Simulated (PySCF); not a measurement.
Atomic charges by several schemes

Compound: C₃H₁₂Si₄.
Z-matrix (Å and degrees, GFN2-xTB geometry), rows numbered from 1:
```
C 
C   1  1.3240
Si  2  1.8805  1  125.65
Si  3  2.3684  2  111.67  1  -129.51
Si  4  2.3547  3   90.27  2  -109.27
Si  5  2.3655  4   90.12  3    -4.67
C   6  1.9061  3  112.25  2  -137.81
H   1  1.0802  2  123.03  3   179.58
H   1  1.0785  2  121.29  3    -0.23
H   2  1.0845  1  118.11  3  -179.67
H   3  1.4757  2  105.01  1     0.38
H   4  1.4692  3  117.32  2    11.69
H   4  1.4700  3  115.29  2   132.68
H   5  1.4697  4  115.07  3   114.25
H   5  1.4700  4  116.81  3  -125.28
H   6  1.4772  3  119.43  2   -14.87
H   7  1.0862  6  111.88  3    73.08
H   7  1.0866  6  110.50  3   -46.75
H   7  1.0863  6  111.66  3  -166.32
```

Density: PBE0/pcSseg-1 (PySCF); schemes: Mulliken, IAO, Hirshfeld and ESP-fitted. One conformer (not necessarily the lowest) at the GFN2-xTB geometry, without solvent, vibrations or thermal averaging.

Problem. What partial charge does each atom carry?

Solution. In e; atoms taken as equivalent share a row and are averaged (×n: the atom named and its like, n in all):

| atom | environment | Mulliken | IAO | Hirshfeld | ESP-fitted |
| --- | --- | --- | --- | --- | --- |
| C1 | terminal =CH2 carbon | -0.151 | -0.282 | -0.087 | -0.334 |
| C2 | alkene CH carbon | -0.445 | -0.395 | -0.142 | -0.251 |
| Si3 | SiH silicon | +0.179 | +0.330 | +0.176 | +0.087 |
| Si4 | SiH2 silicon | +0.089 | +0.141 | +0.136 | +0.172 |
| Si5 | SiH2 silicon | +0.058 | +0.136 | +0.133 | -0.031 |
| Si6 | SiH silicon | +0.178 | +0.337 | +0.189 | +0.368 |
| C7 | Si-methyl carbon | -0.581 | -0.685 | -0.211 | -0.514 |
| H8 | vinylic hydrogen | +0.119 | +0.151 | +0.049 | +0.162 |
| H9 | vinylic hydrogen | +0.115 | +0.144 | +0.043 | +0.174 |
| H10 | vinylic hydrogen | +0.131 | +0.148 | +0.039 | +0.146 |
| H11 | Si–H hydrogen | -0.026 | -0.088 | -0.072 | -0.038 |
| H12 | Si–H hydrogen | -0.015 | -0.077 | -0.073 | -0.062 |
| H13 | Si–H hydrogen | -0.023 | -0.080 | -0.077 | -0.078 |
| H14 | Si–H hydrogen | -0.023 | -0.080 | -0.077 | -0.047 |
| H15 | Si–H hydrogen | -0.020 | -0.079 | -0.074 | -0.026 |
| H16 | Si–H hydrogen | -0.014 | -0.088 | -0.076 | -0.115 |
| H17/H18/H19 | methyl hydrogen | +0.143 | +0.156 | +0.041 | +0.129 |

Mean size of the charges over all atoms: IAO 0.195 e, ESP-fitted 0.158 e, Mulliken 0.137 e, Hirshfeld 0.094 e. Each set sums to the total charge, 0, to within 0.001 e. The ESP scheme is a least-squares fit of atom-centred charges to the potential on four shells outside the van der Waals surface, with the total charge fixed.

Lowest charge. All schemes agree: Mulliken C7 (-0.581); IAO C7 (-0.685); Hirshfeld C7 (-0.211); ESP-fitted C7 (-0.514).

Highest charge. The schemes don't all agree: Mulliken Si3 (+0.179); IAO Si6 (+0.337); Hirshfeld Si6 (+0.189); ESP-fitted Si6 (+0.368).

Problem. How many electrons does the Mulliken scheme count on Si3?

Solution. Z − q = 14 − (+0.179) ≈ 13.820.

Problem. How closely do the schemes follow one another over all atoms?

Solution. Correlation coefficient and root-mean-square difference: Mulliken with IAO 0.96, 0.077 e; IAO with ESP-fitted 0.94, 0.089 e; IAO with Hirshfeld 0.92, 0.153 e; Mulliken with ESP-fitted 0.90, 0.091 e; Hirshfeld with ESP-fitted 0.83, 0.127 e; Mulliken with Hirshfeld 0.81, 0.127 e.
